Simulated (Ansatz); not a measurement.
Al2B5, relaxed as a doublet with UKS PBE0-D4/def2-SVP in Ansatz, starting from the GFN1-xTB geometry. Force threshold 0.02 eV/Å.

The relaxation made no stability test and no search for a lower SCF solution. Another isomer (doublet) lies 0.50 eV lower at PBE0-D4/def2-TZVP; other spin states weren't run for this one.

Start:

Cartesian coordinates in Å:
```
B 0.5592 -1.1928 0.2083
B -0.3593 0.5487 -1.1873
B -1.0403 0.7531 0.2287
B -0.3572 -0.3113 1.1977
B 1.0553 0.2439 -0.4292
Al 1.0053 1.6635 1.4699
Al -0.8631 -1.7050 -1.4881
```

(1) Estimate the energy that the relaxation releases and the steps that it takes.

(2) Does the start keep its bonding?

(3) Predict the relaxed structure.

Results:

(1) 31.0 kcal/mol, in 11 steps; 26 s on 4 threads of Arm Neoverse V1 on a shared host. No frequencies were taken in this run, so the end may be a saddle point.

(2) Bonds formed: B2–Al6, B3–Al7, B4–Al7, B5–Al7 (atoms count from 1).

(3) 
```tsv
atom	x (Å)	y (Å)	z (Å)
B1	0.7550	-1.0457	0.3941
B2	-0.1917	0.8488	-1.0297
B3	-1.2188	0.5575	0.1417
B4	-0.5159	-0.4380	1.1658
B5	1.1641	0.0844	-0.6752
Al6	0.8069	1.3255	1.0929
Al7	-0.7996	-1.3324	-1.0895
```
Bond lengths (bridged metal pairs left out): 9 × Al–B 2.17 to 2.46 Å; 5 × B–B 1.58 to 1.61 Å.
